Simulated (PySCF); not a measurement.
PySCF input for LiCl, SMILES [Li][Cl], TDDFT-ωB97X/def2-TZVPD. The structure is a stationary point at PBE0-D3(BJ)/def2-TZVPD.

```python
import numpy as np
from pyscf import gto, scf, dft, tdscf

mol = gto.M(
    atom='''
    Li    0.00000000    0.00000000   -1.71698905
    Cl    0.00000000    0.00000000    0.30299807
    ''',
    basis='def2-TZVPD',
    charge=0,
    spin=0,
    symmetry=True,
    symmetry_subgroup='C2v',
    max_memory=1600,
    verbose=4,
)
mf = dft.RKS(mol, xc='wb97x').density_fit(auxbasis='def2-universal-jkfit')
mf.grids.level = 3
mf.conv_tol = 1e-9
mf.max_cycle = 100
mf.kernel()
mf.grids = dft.Grids(mol).set(level=1).build(with_non0tab=True)  # coarser grid for the response kernel
td = tdscf.TDDFT(mf)
td.singlet = True
td.nstates = 10
td.conv_tol = 1e-4
td.positive_eig_threshold = 1e-6
td.kernel(x0=td.get_init_guess(mf, 15))
td.analyze()
tt = tdscf.TDA(mf)
tt.singlet = False
tt.nstates = 4
tt.conv_tol = 1e-4
tt.positive_eig_threshold = 1e-6
tt.kernel(x0=tt.get_init_guess(mf, 9))
tt.analyze(verbose=3)
```

Log of the run:

```
PySCF version 2.14.0

[INPUT] verbose = 4
[INPUT] num. atoms = 2
[INPUT] num. electrons = 20
[INPUT] charge = 0
[INPUT] spin (= nelec alpha-beta = 2S) = 0
[INPUT] symmetry True subgroup C2v
[INPUT] Mole.unit = angstrom
[INPUT] Symbol           X                Y                Z      unit          X                Y                Z       unit  Magmom
[INPUT]  1 Li     0.000000000000   0.000000000000  -1.716989050000 AA    0.000000000000   0.000000000000  -3.244639063377 Bohr   0.0
[INPUT]  2 Cl     0.000000000000   0.000000000000   0.302998070000 AA    0.000000000000   0.000000000000   0.572583368572 Bohr   0.0

nuclear repulsion = 13.3604999208708
point group symmetry = Coov, use subgroup C2v
symmetry origin: [0.00000000e+00 0.00000000e+00 3.77945222e-09]
symmetry axis x: [1. 0. 0.]
symmetry axis y: [0. 1. 0.]
symmetry axis z: [0. 0. 1.]
num. orbitals of irrep A1 = 29
num. orbitals of irrep A2 = 4
num. orbitals of irrep B1 = 15
num. orbitals of irrep B2 = 15
number of shells = 25
number of NR pGTOs = 95
number of NR cGTOs = 63
basis = def2-TZVPD
ecp = {}


******** <class 'pyscf.df.df_jk.DFSymAdaptedRKS'> ********
method = DFSymAdaptedRKS
initial guess = minao
damping factor = 0
level_shift factor = 0
DIIS = <class 'pyscf.scf.diis.CDIIS'>
diis_start_cycle = 1
diis_space = 8
diis_damp = 0
SCF conv_tol = 1e-09
SCF conv_tol_grad = None
SCF max_cycles = 100
direct_scf = False
XC library pyscf.dft.libxc version 7.1.2
    S. Lehtola, C. Steigemann, M. J. T. Oliveira, and M. A. L. Marques,  SoftwareX 7, 1–5 (2018)
XC functionals = wb97x
    J.-D. Chai and M. Head-Gordon,  J. Chem. Phys. 128, 084106 (2008)
radial grids:
    Treutler-Ahlrichs [JCP 102, 346 (1995); DOI:10.1063/1.469408] (M4) radial grids

becke partition: Becke, JCP 88, 2547 (1988); DOI:10.1063/1.454033
pruning grids: <function nwchem_prune>
grids dens level: 3
symmetrized grids: True
atomic radii adjust function: <function treutler_atomic_radii_adjust>
small_rho_cutoff = 0
Freeze 0 electrons in irreps []
    20 free electrons in irreps A1 A2 B1 B2
Set gradient conv threshold to 3.16228e-05
Initial guess from minao.
tot grids = 32608
******** <class 'pyscf.df.df.DF'> ********
auxbasis = def2-universal-jkfit
Create RSH-DF object <pyscf.df.df.DF object> for omega=0.3
******** <class 'pyscf.df.df.DF'> ********
auxbasis = auxmol.basis = def2-universal-jkfit
init E= -467.602486685657
HOMO (B2) = -0.46017884768867  LUMO (A1) = -0.067415120697742  gap/eV = 10.68765
cycle= 1 E= -467.771348641013  delta_E= -0.169  |g|= 0.32  |ddm|= 0.798
HOMO (B2) = -0.272610967933616  LUMO (A1) = -0.00619193576170574  gap/eV = 7.24963
cycle= 2 E= -467.796055011431  delta_E= -0.0247  |g|= 0.246  |ddm|= 0.544
HOMO (B1) = -0.341881359501004  LUMO (A1) = -0.00309156442054004  gap/eV = 9.21894
cycle= 3 E= -467.806652052854  delta_E= -0.0106  |g|= 0.0212  |ddm|= 0.188
HOMO (B2) = -0.350843217704705  LUMO (A1) = -0.00219361882714253  gap/eV = 9.48724
cycle= 4 E= -467.806777562389  delta_E= -0.000126  |g|= 0.00441  |ddm|= 0.0248
HOMO (B2) = -0.35219483718269  LUMO (A1) = -0.00175338380901024  gap/eV = 9.53600
cycle= 5 E= -467.806796107176  delta_E= -1.85e-05  |g|= 0.000906  |ddm|= 0.0102
HOMO (B2) = -0.352238611448241  LUMO (A1) = -0.00169981974663003  gap/eV = 9.53865
cycle= 6 E= -467.806797410062  delta_E= -1.3e-06  |g|= 0.000299  |ddm|= 0.003
HOMO (B2) = -0.352212855633834  LUMO (A1) = -0.00167602692138402  gap/eV = 9.53859
cycle= 7 E= -467.806797505834  delta_E= -9.58e-08  |g|= 9.87e-05  |ddm|= 0.000898
HOMO (B2) = -0.35220217172655  LUMO (A1) = -0.00168532440342517  gap/eV = 9.53805
cycle= 8 E= -467.806797512741  delta_E= -6.91e-09  |g|= 1.3e-05  |ddm|= 0.000267
HOMO (B2) = -0.352199922752778  LUMO (A1) = -0.0016898436881938  gap/eV = 9.53787
cycle= 9 E= -467.806797512946  delta_E= -2.04e-10  |g|= 2.2e-06  |ddm|= 6.03e-05
HOMO (B2) = -0.352199252355115  LUMO (A1) = -0.00168911977189623  gap/eV = 9.53787
Extra cycle  E= -467.806797512949  delta_E= -2.9e-12  |g|= 1.01e-06  |ddm|= 5.7e-06
converged SCF energy = -467.806797512949
tot grids = 11400
Overwritten attributes  positive_eig_threshold  of <class 'pyscf.tdscf.rks.TDDFT'>


******** <class 'pyscf.tdscf.rks.TDDFT'> for <class 'pyscf.df.df_jk.DFSymAdaptedRKS'> ********
nstates = 10 singlet
deg_eia_thresh = 1.000e-03
wfnsym = None
conv_tol = 0.0001
eigh lindep = 1e-12
eigh level_shift = 0
eigh max_cycle = 100


Excitation energies (eV)
[5.51477242 5.51477242 6.15458066 6.93381264 6.93384672 6.98961251
 7.30501214 7.50937639 7.50937639 7.61566208]

** Singlet excitation energies and oscillator strengths **
Excited State   1:   B1      5.51477 eV    224.82 nm  f=0.0444
       9 -> 11       -0.64191
       9 -> 14       -0.27110
       9 -> 21       -0.10368
Excited State   2:   B2      5.51477 eV    224.82 nm  f=0.0444
      10 -> 11       -0.64191
      10 -> 14       -0.27110
      10 -> 21       -0.10368
Excited State   3:   A1      6.15458 eV    201.45 nm  f=0.0415
       8 -> 11       -0.64533
       8 -> 14       -0.26055
Excited State   4:   A2      6.93381 eV    178.81 nm  f=0.0000
       9 -> 13       -0.42474
       9 -> 17       -0.23619
       9 -> 20       -0.10900
      10 -> 12       -0.42474
      10 -> 16       -0.23619
      10 -> 19       -0.10900
Excited State   5:   A1      6.93385 eV    178.81 nm  f=0.0000
       9 -> 12       -0.42519
       9 -> 16       -0.23555
       9 -> 19       -0.10865
      10 -> 13        0.42519
      10 -> 17        0.23555
      10 -> 20        0.10865
Excited State   6:   A2      6.98961 eV    177.38 nm  f=0.0000
       9 -> 13        0.42724
       9 -> 17        0.23238
       9 -> 20        0.10556
      10 -> 12       -0.42724
      10 -> 16       -0.23238
      10 -> 19       -0.10556
Excited State   7:   A1      7.30501 eV    169.72 nm  f=0.1076
       9 -> 12       -0.46104
       9 -> 16       -0.18059
      10 -> 13       -0.46104
      10 -> 17       -0.18059
Excited State   8:   B1      7.50938 eV    165.11 nm  f=0.0645
       8 -> 12        0.14335
       9 -> 11       -0.21033
       9 -> 14        0.53950
       9 -> 15       -0.33541
       9 -> 21        0.10852
Excited State   9:   B2      7.50938 eV    165.11 nm  f=0.0645
       8 -> 13        0.14335
      10 -> 11       -0.21033
      10 -> 14        0.53950
      10 -> 15       -0.33541
      10 -> 21        0.10852
Excited State  10:   B1      7.61566 eV    162.80 nm  f=0.0563
       8 -> 12        0.58191
       8 -> 16        0.32681
       8 -> 19        0.14312
       9 -> 14       -0.13094

** Transition electric dipole moments (AU) **
state          X           Y           Z        Dip. S.      Osc.
  1        -0.5730     -0.0000     -0.0000      0.3283      0.0444
  2         0.0000     -0.5730     -0.0000      0.3283      0.0444
  3         0.0000      0.0000     -0.5248      0.2754      0.0415
  4         0.0000     -0.0000     -0.0000      0.0000      0.0000
  5        -0.0000     -0.0000      0.0000      0.0000      0.0000
  6         0.0000     -0.0000      0.0000      0.0000      0.0000
  7        -0.0000      0.0000      0.7755      0.6014      0.1076
  8         0.5922     -0.0000      0.0000      0.3507      0.0645
  9         0.0000      0.5922      0.0000      0.3507      0.0645
 10        -0.5494     -0.0000      0.0000      0.3019      0.0563

** Transition velocity dipole moments (imaginary part, AU) **
state          X           Y           Z        Dip. S.      Osc.
  1        -0.1140      0.0000      0.0000      0.0130      0.0428
  2        -0.0000     -0.1140      0.0000      0.0130      0.0428
  3         0.0000     -0.0000     -0.1196      0.0143      0.0422
  4        -0.0000     -0.0000     -0.0000      0.0000      0.0000
  5        -0.0000      0.0000      0.0000      0.0000      0.0000
  6        -0.0000     -0.0000      0.0000      0.0000      0.0000
  7         0.0000      0.0000      0.2101      0.0441      0.1096
  8         0.1615      0.0000      0.0000      0.0261      0.0630
  9        -0.0000      0.1615     -0.0000      0.0261      0.0630
 10        -0.1506      0.0000      0.0000      0.0227      0.0540

** Transition magnetic dipole moments (imaginary part, AU) **
state          X           Y           Z
  1        -0.0000      0.0831     -0.0000
  2        -0.0831     -0.0000     -0.0000
  3         0.0000     -0.0000      0.0000
  4         0.0000     -0.0000     -0.0000
  5        -0.0000      0.0000      0.0000
  6        -0.0000      0.0000     -0.0000
  7         0.0000     -0.0000      0.0000
  8         0.0000      0.0588      0.0000
  9        -0.0588      0.0000      0.0000
 10         0.0000      0.2805      0.0000
Overwritten attributes  positive_eig_threshold  of <class 'pyscf.tdscf.rks.TDA'>


******** <class 'pyscf.tdscf.rks.TDA'> for <class 'pyscf.df.df_jk.DFSymAdaptedRKS'> ********
nstates = 4 triplet
deg_eia_thresh = 1.000e-03
wfnsym = None
conv_tol = 0.0001
eigh lindep = 1e-12
eigh level_shift = 0
eigh max_cycle = 100


Excitation energies (eV)
[5.46248818 5.46248819 6.08892331 6.74178722]

** Triplet excitation energies and oscillator strengths **
Excited State   1:   B1      5.46249 eV    226.97 nm  f=0.0000
Excited State   2:   B2      5.46249 eV    226.97 nm  f=0.0000
Excited State   3:   A1      6.08892 eV    203.62 nm  f=0.0000
Excited State   4:   A1      6.74179 eV    183.90 nm  f=0.0000
```

Self-consistency was reached.
